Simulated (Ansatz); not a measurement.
A run for Ansatz (a quantum-chemistry and plane-wave program): U-CCSD(T)/def2-TZVPP on PdN, 2S+1 = 2, a spin state set in the input, which need not be the lowest, a point of a bond scan (R = 1.799 Å). Elements past Kr take the def2 small-core potentials; no spin–orbit coupling.

Ansatz 0.2 input:
```yaml
crystal:
  periodic: [false, false, false]
  atoms:
    - {symbol: Pd, position_ang: [0.00000000, 0.00000000, 0.00000000]}
    - {symbol: N, position_ang: [0.00000000, 0.00000000, 1.79878200]}
basis:
  gaussian:
    orbitals: def2-TZVPP
    pivot_positions_ang: [[0.00000000, 0.00000000, 0.00000000], [0.00000000, 0.00000000, 1.79878200]]
magnetization: {spin_polarized: true, initial_magnetization: 1}
correlation: {method: ccsd_t, electrons: valence}
output: {orbitals: {seedname: ./end}}
```

Program output:

```
WARN ansatz: RAYON_NUM_THREADS=2 ignored (pool sized by the plan → 2); use --threads N
Functional definition: HF
integrals: 0.12 GiB planned
649 factors; integrals over basis functions are off by at most 4.3e-4 eV
mean field: 0.18 GiB planned
mean field evaluation 1: about -4929.0582 eV, gradient 3.5e1 eV
mean field evaluation 2: about -4929.0596 eV, gradient 3.5e1 eV
mean field evaluation 4: about -4933.8059 eV, gradient 3.8e0 eV
mean field evaluation 8: about -4934.2477 eV, gradient 7.9e-1 eV
mean field evaluation 16: about -4935.7614 eV, gradient 4.0e-1 eV
mean field evaluation 32: about -4936.4353 eV, gradient 1.1e-3 eV
mean field evaluation 64: about -4935.5439 eV, gradient 2.0e-3 eV
mean field evaluation 96: about -4931.9970 eV, gradient 5.2e0 eV
mean field evaluation 128: about -4933.4800 eV, gradient 3.2e0 eV
mean field evaluation 160: about -4934.2912 eV, gradient 1.1e0 eV
mean field evaluation 192: about -4936.4353 eV, gradient 2.1e-3 eV
mean field evaluation 224: about -4934.0566 eV, gradient 2.6e0 eV
mean field evaluation 256: about -4934.4175 eV, gradient 1.4e0 eV
mean field evaluation 288: about -4935.5439 eV, gradient 4.8e-3 eV
mean field evaluation 320: about -4936.4353 eV, gradient 2.3e-6 eV
mean field evaluation 352: about -4934.3985 eV, gradient 5.6e0 eV
mean field evaluation 384: about -4935.7108 eV, gradient 3.2e0 eV
mean field evaluation 416: about -4932.9056 eV, gradient 1.5e0 eV
mean field evaluation 448: about -4933.6929 eV, gradient 2.8e0 eV
mean field evaluation 480: about -4935.5422 eV, gradient 2.7e-1 eV
mean field evaluation 512: about -4931.0673 eV, gradient 9.2e0 eV
mean field evaluation 544: about -4935.3086 eV, gradient 6.2e-1 eV
mean field evaluation 576: about -4930.8674 eV, gradient 9.4e0 eV
mean field evaluation 608: about -4934.7694 eV, gradient 3.4e-2 eV
mean field evaluation 640: about -4926.8776 eV, gradient 1.5e1 eV
mean field evaluation 672: about -4932.8659 eV, gradient 3.1e0 eV
mean field evaluation 704: about -4927.9594 eV, gradient 1.6e1 eV
mean field evaluation 736: about -4935.7745 eV, gradient 7.2e-2 eV
mean field evaluation 768: about -4935.2882 eV, gradient 7.7e-3 eV
mean field evaluation 800: about -4934.0078 eV, gradient 1.6e-1 eV
mean field evaluation 832: about -4935.5439 eV, gradient 1.8e-3 eV
mean field evaluation 864: about -4934.6895 eV, gradient 3.1e-1 eV
mean field evaluation 896: about -4934.6918 eV, gradient 9.5e-3 eV
mean field evaluation 928: about -4934.6920 eV, gradient 5.3e-2 eV
mean field evaluation 960: about -4933.6003 eV, gradient 8.8e0 eV
mean field evaluation 992: about -4935.7478 eV, gradient 1.0e-1 eV
mean field evaluation 1024: about -4934.3038 eV, gradient 1.5e-1 eV
mean field evaluation 1056: about -4934.3042 eV, gradient 1.4e-3 eV
mean field evaluation 1088: about -4933.8890 eV, gradient 1.1e-1 eV
mean field evaluation 1120: about -4932.9541 eV, gradient 5.3e-1 eV
mean field evaluation 1152: about -4932.8916 eV, gradient 6.2e-2 eV
mean field evaluation 1184: about -4933.3625 eV, gradient 1.3e0 eV
mean field evaluation 1216: about -4933.0404 eV, gradient 2.1e0 eV
mean field evaluation 1248: about -4932.8164 eV, gradient 6.2e0 eV
mean field evaluation 1280: about -4936.4353 eV, gradient 2.0e-2 eV
mean field evaluation 1312: about -4933.8232 eV, gradient 1.7e1 eV
mean field evaluation 1344: about -4935.7485 eV, gradient 1.2e-2 eV
mean field evaluation 1376: about -4933.9267 eV, gradient 7.5e-3 eV
mean field evaluation 1408: about -4935.1599 eV, gradient 2.6e0 eV
mean field evaluation 1440: about -4934.7772 eV, gradient 1.1e0 eV
mean field evaluation 1472: about -4935.1619 eV, gradient 2.7e0 eV
mean field evaluation 1504: about -4935.5412 eV, gradient 1.5e-1 eV
mean field evaluation 1536: about -4936.4353 eV, gradient 1.5e-3 eV
mean field evaluation 1568: about -4934.0979 eV, gradient 3.7e0 eV
mean field evaluation 1600: about -4934.3042 eV, gradient 8.3e-3 eV
mean field evaluation 1632: about -4933.9615 eV, gradient 1.1e-1 eV
mean field evaluation 1664: about -4934.1879 eV, gradient 9.7e-1 eV
mean field evaluation 1696: about -4934.2981 eV, gradient 2.8e-3 eV
mean field evaluation 1728: about -4935.6596 eV, gradient 2.5e0 eV
mean field evaluation 1760: about -4935.0543 eV, gradient 4.1e-3 eV
mean field evaluation 1792: about -4928.5497 eV, gradient 8.5e0 eV
mean field evaluation 1824: about -4935.2803 eV, gradient 2.4e-1 eV
mean field evaluation 1856: about -4933.3005 eV, gradient 2.9e-3 eV
mean field evaluation 1888: about -4934.1019 eV, gradient 9.0e-4 eV
mean field -4936.43527618 eV, -181.4106503636 hartree, gradient 2.7e-6 eV, S^2 1.877984; 40 other end points of the search recorded, 0 dependent functions left out
determinant -4936.43527618 eV, -181.4106503636 hartree, with singles and doubles -4957.49922401 eV, -182.1847361688 hartree
determinant -4935.77568486 eV, -181.3864108296 hartree, with singles and doubles -4956.79869646 eV, -182.1589922562 hartree
determinant -4935.74851502 eV, -181.3854123566 hartree, with singles and doubles -4957.19357814 eV, -182.1735038902 hartree
determinant -4935.54389546 eV, -181.3778927263 hartree, with singles and doubles -4956.10049259 eV, -182.1333337372 hartree
determinant -4935.28820725 eV, -181.3684963581 hartree, with singles and doubles -4956.10160936 eV, -182.1333747777 hartree
determinant -4935.05431315 eV, -181.3599009085 hartree, with singles and doubles -4956.56307940 eV, -182.1503334888 hartree
determinant -4934.76914919 eV, -181.3494213262 hartree, with singles and doubles -4955.96039058 eV, -182.1281850831 hartree
determinant -4934.69193064 eV, -181.3465835967 hartree, with singles and doubles -4955.57132524 eV, -182.1138871955 hartree
determinant -4934.69177346 eV, -181.3465778204 hartree, with singles and doubles -4955.56954279 eV, -182.1138216920 hartree
determinant -4934.30424468 eV, -181.3323364004 hartree, with singles and doubles -4956.18203883 eV, -182.1363305062 hartree
determinant -4934.29811670 eV, -181.3321112014 hartree, with singles and doubles -4954.70328876 eV, -182.0819874434 hartree
determinant -4934.21602483 eV, -181.3290943808 hartree, with singles and doubles -4956.83151391 eV, -182.1601982751 hartree
determinant -4934.10188818 eV, -181.3248999361 hartree, with singles and doubles -4954.70593337 eV, -182.0820846311 hartree
determinant -4934.01166870 eV, -181.3215844317 hartree, with singles and doubles -4956.22182365 eV, -182.1377925714 hartree
determinant -4933.96551832 eV, -181.3198884362 hartree, with singles and doubles -4954.73520561 eV, -182.0831603660 hartree
determinant -4933.92666657 eV, -181.3184606608 hartree, with singles and doubles -4956.24396698 eV, -182.1386063236 hartree
determinant -4933.88920244 eV, -181.3170838796 hartree, with singles and doubles -4953.73454362 eV, -182.0463867163 hartree
determinant -4933.38355334 eV, -181.2985016179 hartree, with singles and doubles -4953.43789253 eV, -182.0354849896 hartree
determinant -4933.24301178 eV, -181.2933368106 hartree, with singles and doubles -4953.67973233 eV, -182.0443724385 hartree
determinant -4933.22884623 eV, -181.2928162363 hartree, with singles and doubles -4953.30662471 eV, -182.0306609864 hartree
determinant -4936.43527618 eV, -181.4106503636 hartree, with singles and doubles -4957.55622996 eV, -182.1868310988 hartree
determinant -4935.74851502 eV, -181.3854123566 hartree, with singles and doubles -4957.25846252 eV, -182.1758883471 hartree
1 core orbitals not correlated
reference -4936.43527618 eV, -181.4106503636 hartree; 12, 11 occupied and 74, 75 virtual orbitals, 649 factors
second order -21.20617510 eV of doubles, -0.00000000 eV of singles
coupled cluster: 0.49 GiB planned
cycle   1  -21.12095100 eV  change    2.8e-6 eV  update   3.0e-6
coupled cluster: 0.49 GiB planned
perturbative correction -0.95319681 eV, -0.0350293365 hartree
WARN: the results are in doubt because among natural orbitals full CI differs from the method by +0.169 eV
Total energy: -4958.50942399 eV, -182.2218603333 hartree
In doubt: among natural orbitals full CI differs from the method by +0.169 eV
```

The run converged. Its determinant has ⟨S²⟩ = 1.88, a mixture of spin states.

Warnings raised: large difference.

Cost: roughly 6 core-minutes.
